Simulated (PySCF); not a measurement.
# Ionisation energy of Zn(3+) by level of theory

Zn(3+) [Ar] 3d9 [3d3/2^4 3d5/2^5, M_J = 5/2] → Zn(4+) [Ar] 3d8 [3d3/2^4 3d5/2^4, M_J = 4], as a difference of total energies. Calculation: PySCF 2.14, in x2c-TZVPall-2c (6s7p4d1f, 54 functions); the two-component X2C-1e Hamiltonian. Correlated levels: [Ne] frozen; the 6 highest virtual spinors dropped. "Screened" scales the spin-orbit matrix elements by Boettger's factors to mimic the two-electron term; Breit and QED terms are absent.

```csv
method,ionisation energy (eV)
GHF (spin-free),57.068
GMP2 (spin-free),59.485
GHF (screened spin-orbit),56.973
GMP2 (screened spin-orbit),59.391
```

Task: How much does correlation contribute at GMP2 (screened spin-orbit)?

Result: 59.391 − (56.973) = 2.418 eV, measured against GHF (screened spin-orbit).

Errors of the correlated levels include the incompleteness of this basis and the frozen core.

The labels give the starting determinants; with spin-orbit coupling the two ends relaxed to ⟨J²⟩ = 8.75, ⟨L²⟩ = 6.00, ⟨S²⟩ = 0.75 and ⟨J²⟩ = 20.00, ⟨L²⟩ = 12.01, ⟨S²⟩ = 2.00.

For comparison: 59.573 ± 0.019 eV (measured; NIST Atomic Spectra Database, ionization energies).
